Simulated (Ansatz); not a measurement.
Reaction (ligand exchange at the Al–N bond): `[F][AlH][NH][SiH3]` + HBr → `[F][AlH][Br]` + `N[SiH3]`

Program: Ansatz. Geometries: PBE0-D4/def2-TZVP. ΔE: electronic, gas phase. CCSD(T)/CBS adds triple-zeta CCSD(T) − MP2 to the extrapolated MP2 energy (def2 sets, frozen cores). This one scheme is used for every species. DFT in def2-TZVPP. For Br outer-core shells are correlated without core-valence functions, which leaves a few kJ/mol of doubt a bond. Scalar relativity is left out up to krypton. Each species was taken in one conformer, which may not be the lowest.

Task: Is it downhill or uphill in electronic energy at CCSD(T)/CBS, and by how much? (An estimate is asked.)

Result: Ansatz gave: Downhill: ΔE = -55.4 kJ/mol.

Task: What do these levels give: PBE0-D4, r2SCAN0-D4, BHLYP-D4, B2PLYP, PBE-QIDH, BLYP, PBE0, r2SCAN0, BHLYP, RPA@PBE/def2-TZVPP, HF/def2-TZVPP, CCSD(T)/def2-TZVPP? (Estimate.)

Result: The calculation gave: PBE0-D4 -58.5, r2SCAN0-D4 -59.1, BHLYP-D4 -56.6, B2PLYP -54.9, PBE-QIDH -59.2, BLYP -54.0, PBE0 -60.7, r2SCAN0 -60.0, BHLYP -59.4, RPA@PBE/def2-TZVPP -45.5, HF/def2-TZVPP -66.2, CCSD(T)/def2-TZVPP -50.4 kJ/mol.

Largest T1 diagnostic among the species: 0.012.

Leaving LDA and LC-ωPBE aside and taking each functional with its dispersion term where it has one, the values, not all of them listed here, spread over 10.0 kJ/mol, from PBE-QIDH to BLYP-D4. LDA lies +7.1 kJ/mol from PBE without D4. At CCSD(T), def2-SVP lies +10.1 kJ/mol from the extrapolated value and def2-TZVPP +5.1 kJ/mol. The D4 term adds +3.7 kJ/mol with B3LYP and +2.1 kJ/mol with PBE0; it sums over pairs of atoms, weighted by their polarisabilities, and B3LYP, whose exchange is more repulsive, gets the larger term.

B3LYP here is the variant with VWN-RPA as its local correlation; programs differ in this.
